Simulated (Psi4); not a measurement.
C$_{4}$H$_{3}$O, doublet (typed; the unrestricted solution is spin-contaminated), at a GFN2-xTB geometry; HF/def2-SV(P) in Psi4 1.11.

The Psi4 input:
```
memory 2 GB

molecule {
0 2
  O     0.00320980    0.03712410    1.10077705
  C    -0.00470459    1.13278412    0.30613156
  C     0.00607725   -1.03890390    0.29073263
  C    -0.00668530    0.73246643   -0.98335742
  C     0.00019942   -0.67268721   -1.02298200
  H    -0.00805670    2.09460371    0.77436666
  H     0.01233026   -2.00397519    0.75783522
  H     0.00072736   -1.30957797   -1.88156691
}

set basis def2-sv(p)
set reference uhf

energy('scf')
print_variables()
```

Output, abridged:

```
   => Loading Basis Set <=

    Name: DEF2-SV(P)
    Role: ORBITAL
    Keyword: BASIS

         ---------------------------------------------------------
                                   SCF
               by Justin Turney, Rob Parrish, Andy Simmonett
                          and Daniel G. A. Smith
                              UHF Reference
         ---------------------------------------------------------

  ==> Geometry <==

    Molecular point group: c1
    Full point group: C1

    Geometry (in Angstrom), charge = 0, multiplicity = 2:

       Center              X                  Y                   Z               Mass
    ------------   -----------------  -----------------  -----------------  -----------------
         O            0.003284079772     0.019080958017     1.095688396740    15.994914619570
         C           -0.004630310228     1.114740978017     0.301042906740    12.000000000000
         C            0.006151529772    -1.056947041983     0.285643976740    12.000000000000
         C           -0.006611020228     0.714423288017    -0.988446073260    12.000000000000
         C            0.000273699772    -0.690730351983    -1.028070653260    12.000000000000
         H           -0.007982420228     2.076560568017     0.769278006740     1.007825032230
         H            0.012404539772    -2.022018331983     0.752746566740     1.007825032230
         H            0.000801639772    -1.327621111983    -1.886655563260     1.007825032230

  Running in c1 symmetry.

  Rotational constants: A =      0.35838  B =      0.31328  C =      0.16716 [cm^-1]
  Rotational constants: A =  10743.83009  B =   9391.90545  C =   5011.24164 [MHz]
  Nuclear repulsion =  153.517578619967395

  Charge       = 0
  Multiplicity = 2
  Electrons    = 35
  Nalpha       = 18
  Nbeta        = 17

  ==> Algorithm <==

  SCF Algorithm Type is DF.
  DIIS enabled.
  MOM disabled.
  Fractional occupation disabled.
  Guess Type is SAD.
  Energy threshold   = 1.00e-06
  Density threshold  = 1.00e-06
  Integral threshold = 1.00e-12

  ==> Primary Basis <==

  Basis Set: DEF2-SV(P)
    Blend: DEF2-SV(P)
    Number of shells: 36
    Number of basis functions: 76
    Number of Cartesian functions: 81
    Spherical Harmonics?: true
    Max angular momentum: 2

   => Loading Basis Set <=

    Name: (DEF2-SV(P) AUX)
    Role: JKFIT
    Keyword: DF_BASIS_SCF

  ==> Integral Setup <==

  SCF_SUBTYPE=INCORE selected. In-core MEM_DF algorithm will be used.
  Using in-core AOs.

  ==> MemDFJK: Density-Fitted J/K Matrices <==

    J tasked:                   Yes
    K tasked:                   Yes
    wK tasked:                   No
    Algorithm:                 Core
    Schwarz Cutoff:           1E-12
    Mask sparsity (%):       0.1731
    Fitting Condition:        1E-10

   => Auxiliary Basis Set <=

  Basis Set: (DEF2-SV(P) AUX)
    Blend: DEF2-UNIVERSAL-JKFIT
    Number of shells: 143
    Number of basis functions: 431
    Number of Cartesian functions: 509
    Spherical Harmonics?: true
    Max angular momentum: 4

  Minimum eigenvalue in the overlap matrix is 8.7326430021E-04.
  Reciprocal condition number of the overlap matrix is 1.4794659518E-04.
    Using symmetric orthogonalization.

  ==> Pre-Iterations <==

  SCF Guess: Superposition of Atomic Densities via on-the-fly atomic UHF (no occupation information).

   -------------------------
    Irrep   Nso     Nmo
   -------------------------
     A         76      76
   -------------------------
    Total      76      76
   -------------------------

  ==> Iterations <==

                           Total Energy        Delta E     RMS |[F,P]|

   @DF-UHF iter SAD:  -227.42173144026026   -2.27422e+02   0.00000e+00
   @DF-UHF iter   1:  -227.70339775964106   -2.81666e-01   4.26185e-03 ADIIS/DIIS
   @DF-UHF iter   2:  -227.77133267986721   -6.79349e-02   1.64725e-03 ADIIS/DIIS
   @DF-UHF iter   3:  -227.78067541996984   -9.34274e-03   6.29430e-04 ADIIS/DIIS
   @DF-UHF iter   4:  -227.78280860735117   -2.13319e-03   2.68053e-04 ADIIS/DIIS
   @DF-UHF iter   5:  -227.78333610745872   -5.27500e-04   1.66418e-04 ADIIS/DIIS
   @DF-UHF iter   6:  -227.78381862069648   -4.82513e-04   1.44613e-04 ADIIS/DIIS
   @DF-UHF iter   7:  -227.78441668032079   -5.98060e-04   1.31986e-04 ADIIS/DIIS
   @DF-UHF iter   8:  -227.78509960629933   -6.82926e-04   1.22933e-04 ADIIS/DIIS
   @DF-UHF iter   9:  -227.78608611139924   -9.86505e-04   1.09997e-04 ADIIS/DIIS
   @DF-UHF iter  10:  -227.78704353372160   -9.57422e-04   9.12047e-05 DIIS
   @DF-UHF iter  11:  -227.78789542381702   -8.51890e-04   5.32043e-05 DIIS
   @DF-UHF iter  12:  -227.78807325184914   -1.77828e-04   1.98607e-05 DIIS
   @DF-UHF iter  13:  -227.78808714269451   -1.38908e-05   1.04604e-05 DIIS
   @DF-UHF iter  14:  -227.78808506016810    2.08253e-06   1.01318e-05 DIIS
   @DF-UHF iter  15:  -227.78809086787967   -5.80771e-06   1.94536e-06 DIIS
   @DF-UHF iter  16:  -227.78809086035446    7.52522e-09   1.48737e-06 DIIS
   @DF-UHF iter  17:  -227.78809096516608   -1.04812e-07   6.80621e-07 DIIS
  Energy and wave function converged.

  ==> Post-Iterations <==

   @Spin Contamination Metric:   3.206073417E-01
   @S^2 Expected:                7.500000000E-01
   @S^2 Observed:                1.070607342E+00
   @S   Expected:                5.000000000E-01
   @S   Observed:                5.000000000E-01

    Orbital Energies [Eh]
    ---------------------

    Alpha Occupied:

[...]
    Alpha Virtual:

[...]
      76A      3.944642

    Beta Occupied:

[...]
    Beta Virtual:

[...]
    Final Occupation by Irrep:
              A
    DOCC [    17 ]
    SOCC [     1 ]
    NA   [    18 ]
    NB   [    17 ]

  @DF-UHF Final Energy:  -227.78809096516608

   => Energetics <=

    Nuclear Repulsion Energy =            153.5175786199673951
    One-Electron Energy =                -612.7589868548377581
    Two-Electron Energy =                 231.4533172697043142
    Total Energy =                       -227.7880909651660772

  UHF NO Occupations:
  HONO-2 :   16  A 1.9597279
  HONO-1 :   17  A 1.8780486
  HONO-0 :   18  A 1.0000000
  LUNO+0 :   19  A 0.1219514
  LUNO+1 :   20  A 0.0402721
  LUNO+2 :   21  A 0.0022579
  LUNO+3 :   22  A 0.0017053

Computation Completed

Properties will be evaluated at   0.000000,   0.000000,   0.000000 [a0]

Properties computed using the SCF density matrix

 Multipole Moments:

 ------------------------------------------------------------------------------------
     Multipole            Electronic (a.u.)      Nuclear  (a.u.)        Total (a.u.)
 ------------------------------------------------------------------------------------

 L = 1.  Multiply by 2.5417464519 to convert [e a0] to [Debye]
 Dipole X            :         -0.0044042            0.0049129            0.0005087
 Dipole Y            :          0.9985580           -1.1933809           -0.1948229
 Dipole Z            :          0.1865200           -0.3365657           -0.1500456
 Magnitude           :                                                    0.2459063

 ------------------------------------------------------------------------------------

  Variable Map:
  ----------------------------------------------------------------------------
[...]
  Array Variable Map:
  ----------------------------------------------------------------------------
[...]
[...]
```
